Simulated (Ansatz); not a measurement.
`C[SiH](C)C#N` and `C[SiH](S)C#N` differ in one atom or group.

Ansatz, PBE0-D4/def2-TZVP geometries, multiplicity 1. Each molecule was computed in one conformer, which needn't be the lowest.

```csv
property,`C[SiH](C)C#N`
HOMO energy (ωB97M-V/def2-TZVPP) / eV,-11.49
LUMO energy (B3LYP/def2-TZVPP) / eV,-0.42
HOMO–LUMO gap (ωB97M-V/def2-TZVPP) / eV,13.18
HOMO–LUMO gap (PBE0/def2-TZVPP) / eV,9.06
LUMO energy (ωB97M-V/def2-TZVPP) / eV,1.69
HOMO energy (PBE0/def2-TZVPP) / eV,-9.24
```

(1) What does the change do to each property? (Best estimate.)

Results:

(1) Ansatz gave: 
| property | `C[SiH](S)C#N` | shift |
| --- | --- | --- |
| HOMO energy (ωB97M-V/def2-TZVPP) / eV | -10.23 | 1.26 |
| LUMO energy (B3LYP/def2-TZVPP) / eV | -1.01 | -0.59 |
| HOMO–LUMO gap (ωB97M-V/def2-TZVPP) / eV | 11.40 | -1.78 |
| HOMO–LUMO gap (PBE0/def2-TZVPP) / eV | 7.21 | -1.85 |
| LUMO energy (ωB97M-V/def2-TZVPP) / eV | 1.17 | -0.52 |
| HOMO energy (PBE0/def2-TZVPP) / eV | -8.02 | 1.22 |

With PBE0 the HOMO rises by 1.22 eV and the LUMO falls by 0.62 eV, so the gap narrows by about 1.84 eV. PBE moves the HOMO by 1.17 eV and ωB97M-V by 1.26 eV.

B3LYP here is the variant with VWN-RPA as its local correlation; programs differ in this.
